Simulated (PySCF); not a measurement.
H$_{3}$BClN, singlet, at a GFN2-xTB geometry. Base run: PySCF with CCSD(T)/aug-cc-pVDZ.

Input for PySCF:
```python
from pyscf import gto, scf, cc

mol = gto.Mole()
mol.atom = '''
    B    -0.742075   -0.145454    0.168473
    H    -1.484232   -0.773562    0.818494
    Cl    0.957186   -0.371893    0.340916
    N    -1.191549    0.786020   -0.746715
    H    -2.163621    0.981850   -0.911504
    H    -0.573090    1.339033   -1.317921
'''
mol.basis = 'aug-cc-pvdz'
mol.charge = 0
mol.spin = 0
mol.verbose = 4
mol.max_memory = 1800
mol.build()

mf = scf.RHF(mol)
mf.kernel()

mycc = cc.CCSD(mf, frozen=7)
mycc.kernel()
et = mycc.ccsd_t()
print('E(CCSD(T)) = %.10f' % (mycc.e_tot + et))
```

Each row names what was changed in the base input (with any setting that the change needs).

| change | ΔE vs base (mEh) | MP2 correlation (Eh) | CC correlation without the perturbative part (Eh) | basis functions | core-seconds (rough) |
|---|---|---|---|---|---|
| base | 0.000 | -0.41476 | -0.44537 | 100 | 20 |
| method = ccsd | 13.594 | -0.41476 | -0.44537 | 100 | 10 |
| method = cisd | 63.583 | - | - | 100 | 9 |
| method = mp2 | … | -0.41476 | - | 100 | 3 |

Complete the blanks.


- method = mp2, ΔE vs base (mEh): 44.202
